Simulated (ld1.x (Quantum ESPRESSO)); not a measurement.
Before and after: TM potential for Mg

```
Element                 : Mg
Generator               : ld1.x (Quantum ESPRESSO) 7.5
Type                    : norm-conserving Troullier–Martins (Kleinman–Bylander form)
Functional              : PW91
Relativity              : scalar-relativistic
Frozen core             : [Ne]
Valence charge          : 2
Reference configuration : 3s1 3p0 (charge +1)
Partial waves           : 3s (bound): rc 1.80 bohr; 3d channel at 0.1 Ry: rc 2.60 bohr; 3p (bound, empty): rc 3.25 bohr
Local potential         : the p channel
Core correction         : a·sin(br)/r model core inside 1.85 bohr
```

Change: wave 3p (bound): rc 3.25 bohr becomes 3p (bound): rc 3.60 bohr.

Cutoffs: the cutoffs (Ry, on a coarse ladder) from which the occupation-weighted sum of valence levels, in a spherical-Bessel basis at the reference potential, stays within 10 and 1 mRy of its value at 400 Ry; they do not see the model core or the augmentation charge, which bear on the density cutoff. Errors are all-electron minus pseudo energies relative to the spin-unpolarised reference configuration.

Problem. How do hardness, ghosts and transferability respond?

Solution. The potential gets neither clearly harder nor softer (6 Ry and 21 Ry → 6 Ry and 21 Ry); of the 5 tests that both files solve, the error grows in 2 and shrinks in 0 by more than 15 % and 0.3 meV (median size 2.5 → 2.6 meV); neither file shows a bound ghost.

| quantity | base | changed |
| --- | --- | --- |
| cutoff, loose | 6 Ry | 6 Ry |
| cutoff, tight | 21 Ry | 21 Ry |
| bound ghosts | none | none |
| error for 3s2 3p0, meV [ΔE -7.99 eV] | +4.9 | +4.9 |
| error for 3s1.5 3p0, meV [ΔE -4.83 eV] | +2.5 | +2.5 |
| error for 3s1 3p1, meV [ΔE -4.50 eV] | +1.6 | +1.5 |
| error for 3s0 3p1, meV [ΔE 4.35 eV] | +11 | +13 |
| error for 3s0 3p2, meV [ΔE -0.81 eV] | +1.8 | +2.6 |
